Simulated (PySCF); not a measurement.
Species: C₄H₈S₃Si.
SMILES with atom numbers: `[CH3:1][C:2](=[S:3])[SiH:4]1[S:5][CH2:6][CH2:7][S:8]1`

Cartesian coordinates in Å at the GFN2-xTB level; atoms count from 1:
```
atom  x, y, z in Å
C1    -2.4221    0.6804    0.9936
C2    -2.1214    0.0304   -0.3047
S3    -3.2539   -0.2053   -1.4456
Si4   -0.3700   -0.5462   -0.7086
S5     0.5015   -1.5448    0.9779
C6     2.1624   -0.8773    0.6392
C7     2.1034    0.6182    0.4437
S8     1.0160    1.0786   -0.9539
H9    -1.8442    1.6026    1.0831
H10   -2.1121    0.0255    1.8100
H11   -3.4817    0.9087    1.0847
H12   -0.3305   -1.3834   -1.8971
H13    2.5568   -1.3800   -0.2436
H14    2.7785   -1.1268    1.5026
H15    3.0891    1.0163    0.2051
H16    1.7207    1.1117    1.3370
```

Probes without a nucleus sit at each ring's centroid and 1 Å off its mean plane on both sides; NICS is minus the shielding there, NICSzz its component along the normal. Level: GIAO PBE0/pcSseg-1 (PySCF, non-relativistic, gas phase) on the GFN2-xTB geometry, one conformer.

Ring bond lengths (Å), with Mayer bond orders in brackets: Si4–S5 2.145 (0.97), S5–C6 1.822 (1.00), C6–C7 1.509 (1.01), C7–S8 1.830 (0.99), S8–Si4 2.150 (0.97).

Problem. Give the NICS values of each ring in ppm.

Solution. 
```json
{"ring": "Si4–S5–C6–C7–S8", "type": "5-membered ring with 2 S and Si; formal bonds all single", "NICS(0)": "-9.0", "NICS(1), two faces": "-5.5 / -4.7", "NICS(1)zz, two faces": "-4.9 / -3.8", "rms pucker (Å)": "0.24", "centre to ring atoms, mean (Å)": "1.56"}
```

Problem. What can be read from them?

Solution. 
- Si4–S5–C6–C7–S8: mean NICS(1)zz -4.4 ppm, shielded. Si4, C6, C7 have four or more neighbours, so the value isn't read as a sign of a π ring current.

Problem. How shielded are the nuclei of the rings and their hydrogens (means over atoms taken as equivalent)?

Solution. 
```json
{"atoms": "Si4", "environment": "SiH silicon", "σ isotropic (ppm)": "350.4", "principal values of the symmetric part, first atom (ppm)": "302.1, 329.6, 419.3"}
{"atoms": "S5 (×2)", "environment": "sulfur bonded to C and Si", "σ isotropic (ppm)": "602.5", "principal values of the symmetric part, first atom (ppm)": "510.7, 529.9, 767.5"}
{"atoms": "C6 (×2)", "environment": "sp3 carbon bound to sulfur", "σ isotropic (ppm)": "145.1", "principal values of the symmetric part, first atom (ppm)": "111.0, 153.6, 171.1"}
{"atoms": "H12", "environment": "Si–H hydrogen", "σ isotropic (ppm)": "26.10", "principal values of the symmetric part, first atom (ppm)": "21.9, 23.4, 33.0"}
{"atoms": "H13 (×2)", "environment": "methylene hydrogen", "σ isotropic (ppm)": "28.78", "principal values of the symmetric part, first atom (ppm)": "23.3, 26.6, 37.2"}
{"atoms": "H14 (×2)", "environment": "methylene hydrogen", "σ isotropic (ppm)": "28.58", "principal values of the symmetric part, first atom (ppm)": "21.7, 26.4, 37.4"}
```

Time: 82 s of wall time (grids of density and orbitals included); peak memory 0.93 GiB. Hardware: Intel Xeon at 2.70 GHz, one thread, shared host with 64 logical CPUs at a one-minute load of 64. This is the whole shielding run at PBE0/pcSseg-1, SCF included.
